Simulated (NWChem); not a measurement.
# C₂H₄CuN; SMILES [CuH]<-[C-]#[N+]C

Computed with NWChem. Coordinates come from a PBE0/def2-SVP optimisation. Hybrids' shares of exact exchange are those that their runs print; pure functionals count as 0. The functionals differ in more than this share.

```csv
row,share of exact exchange,orbital gap (eV)
PBE/def2-SVP,0.00,3.12
B97-D/def2-SVP,0.00,3.11
B3LYP/def2-SVP,0.20,4.70
B97-2/def2-SVP,0.21,4.71
PBE0/def2-SVP,0.25,5.03
PW6B95/def2-SVP,0.28,withheld
```

### Question
Fit a straight line of the last column on the one before it, predict the withheld value, and compare with the run.

### Answer

1. Means of the 5 shown rows: x = 0.132, y = 4.134. Slope Σ(x − x̄)(y − ȳ)/Σ(x − x̄)² = 0.4582/0.05948 = 7.703; intercept 3.117.
2. The shown rows scatter about the line by 0.023 (root mean square); the largest residual is +0.04, at B3LYP/def2-SVP.
3. At x = 0.28 (PW6B95/def2-SVP; beyond the shown range) the line gives 5.27.
4. The run gives 5.21, -0.06 from the line, 2.6 times the scatter.
